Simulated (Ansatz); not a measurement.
`C=C[SiH](Br)C=C` → Br• + 4 C• + 7 H• + Si•  (atomization)

Computed with Ansatz on PBE0-D4/def2-TZVP structures; ΔE is electronic, products minus reactants. CCSD(T)/CBS adds triple-zeta CCSD(T) − MP2 to the extrapolated MP2 energy (def2 sets, frozen cores). This one scheme is used for every species, atoms too. DFT in def2-TZVPP. B3LYP here is the variant with VWN-RPA as its local correlation; programs differ in this. HSE06 is defined as in plane-wave codes. Open shells (•) are unrestricted, without spin–orbit coupling. Spin–orbit coupling would lower the free atoms: a little for C, Si; clearly for Br. Bonds to Br are less sure, by a few kJ/mol each and by 10 to 20 or more in all where they break to atoms, as the def2 sets lack core-valence functions. Scalar relativity is left out up to krypton. One conformer a species, not always the lowest.

```csv
level,ΔE (kcal/mol),difference from CCSD(T)/CBS
LDA (SPW92),1391.1,161.8
PBE-D4,1252.7,23.4
revPBE-D4,1225.4,-3.9
r2SCAN-D4,1232.4,3.1
B97M-V,1230.4,1.1
PBE0-D4,1235.7,6.4
B3LYP-D4,1227.6,-1.7
r2SCANh-D4,1226.3,-3.0
r2SCAN0-D4,1217.7,-11.6
HSE06-D4,1236.6,7.3
BHLYP-D4,1198.9,-30.4
CAM-B3LYP-D4,1229.2,-0.1
ωB97X-V,1228.3,-1.0
ωB97M-V,1229.9,0.6
B2PLYP,1214.9,-14.4
PBE-QIDH,1226.2,-3.1
PBE,1244.6,15.3
revPBE,1202.6,-26.7
BLYP,1205.8,-23.5
r2SCAN,1230.4,1.1
PBE0,1228.8,-0.5
B3LYP,1214.5,-14.8
r2SCANh,1224.1,-5.2
r2SCAN0,1215.2,-14.1
HSE06,1230.1,0.8
BHLYP,1188.4,-40.9
CAM-B3LYP,1222.0,-7.3
LC-ωPBE,1219.7,-9.6
HF/def2-SVP,929.8,-299.5
CCSD/def2-SVP,1154.4,-74.9
CCSD(T)/def2-SVP,1168.3,-61.0
HF/def2-TZVPP,922.1,-307.2
SCS-MP2/def2-TZVPP,1209.7,-19.6
CCSD/def2-TZVPP,1179.2,-50.1
CCSD(T)/def2-TZVPP,1198.1,-31.2
MP2/def2-QZVPP,1235.8,6.5
SCS-MP2/def2-QZVPP,1229.9,0.6
HF/CBS(def2),923.4,-305.9
MP2/CBS(def2),1248.7,19.4
CCSD/CBS(def2),1210.4,-18.9
CCSD(T)/CBS,1229.3,0
```

Largest T1 diagnostic among the species: 0.012.

Leaving LDA and LC-ωPBE aside and taking each functional with its dispersion term where it has one, the values spread over 53.8 kcal/mol, from BHLYP-D4 to PBE-D4. LDA lies +146.5 kcal/mol from PBE without D4, its usual overbinding. The D4 term adds +13.1 kcal/mol with B3LYP and +7.0 kcal/mol with PBE0; it sums over pairs of atoms, weighted by their polarisabilities, and B3LYP, whose exchange is more repulsive, gets the larger term.

For atomizations the MP2-based limit and the directly extrapolated one differ by several kJ/mol either way, and by 10 to 25 for some Ge, Se and Sn compounds, so smaller differences from it don't rank the levels.
